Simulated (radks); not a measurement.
Q: Spherical quantum dot in the effective-mass picture: electrons in a parabolic well V = omega^2 r^2 / 2 with omega = 0.0903, with a point charge +1 (a donor) at the centre, all in effective atomic units (hartree* = m*/eps^2 hartree, bohr* = eps/m* bohr), one dielectric constant everywhere. Calculated with a radial shooting solver with Libxc functionals: non-relativistic Kohn-Sham, LDA (Slater exchange, Perdew-Wang correlation), spin-polarised, spherical densities. Levels are named by radial order and angular momentum (1s, 1p, 1d, 2s, ...), and open shells are averaged over m. At N = 2 the configuration is 1s2. Does electron 3 go into 2s up or 1p up?

A: Into 1p up. The total energies of the other choices lie higher by 0.00868 hartree* (2s up).
